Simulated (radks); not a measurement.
Excited configurations of Kr3+: one electron is placed in a higher orbital outside [Ar] 3d10 4s2 4p2. The ground configuration is [Ar] 3d10 4s2 4p3. Calculated with a radial shooting solver on a logarithmic mesh with Libxc functionals: Dirac Kohn-Sham, PBE, spin-unpolarised, spherical densities, point nucleus; open shells fill j = l - 1/2 first. Excitation = E - E(ground); binding = E(ion) - E, where the ion is the core of charge +4; n* = 4/sqrt(2 binding) in atomic units, and the quantum defect is n - n*.

| outer orbital | excitation (eV) | binding (eV) | n* | quantum defect | <r> (bohr) |
|---|---|---|---|---|---|
| 4d3/2 | 21.007 | 28.391 | 2.769 | 1.231 | 2.275 |
| 4f5/2 | 34.730 | 14.668 | 3.852 | 0.148 | 3.935 |
| 5s1/2 | 23.641 | 25.757 | 2.907 | 2.093 | 3.270 |
| 5p1/2 | 27.955 | 21.443 | 3.186 | 1.814 | 3.705 |
| 5d3/2 | 34.368 | 15.030 | 3.806 | 1.194 | 4.854 |
| 5f5/2 | 39.654 | 9.744 | 4.727 | 0.273 | 6.964 |
| 6d3/2 | 39.851 | 9.547 | 4.775 | 1.225 | 8.033 |
| 6f5/2 | 42.608 | 6.790 | 5.662 | 0.338 | 10.74 |
| 7s1/2 | 40.183 | 9.215 | 4.860 | 2.140 | 9.058 |
| 7d3/2 | 42.781 | 6.617 | 5.736 | 1.264 | 11.91 |
| 7f5/2 | 44.417 | 4.981 | 6.611 | 0.389 | 15.25 |

The Delta-SCF ionisation energy is 49.398 eV (NIST Atomic Spectra Database: 50.9 eV, measured). Self-interaction in the functional shifts the binding energies and quantum defects, so they are the method's values and not measured ones. Spin polarisation and multiplet splitting are left out, so open shells lie too high by an amount that depends on their filling.

Beside tabulated values, note that spin-unpolarised runs miss the spin-polarisation part of the exchange energy of open shells.
